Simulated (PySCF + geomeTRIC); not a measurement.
Species: [W(OH)6] (charge 0, multiplicity 1).

Task: Give a relaxed geometry from BP86-D3(BJ)/def2-SVP run with PySCF + geomeTRIC.

Result: This is not unique; one that fits is the end point of this relaxation, one of several conformers.
Cartesian coordinates (Å) in one orientation:
```xyz
13

W     -0.032     0.152     0.340
O      0.338    -1.335    -0.893
H      0.494    -2.178    -0.422
O     -0.068    -1.188     1.717
H     -0.962    -1.473     1.995
O      1.922     0.336     0.426
H      2.391    -0.334    -0.110
O     -1.944     0.129     0.762
H     -2.500     0.768     0.276
O      0.171     1.808     1.273
H      1.078     2.172     1.325
O     -0.490     0.996    -1.319
H     -0.692     0.415    -2.079
```
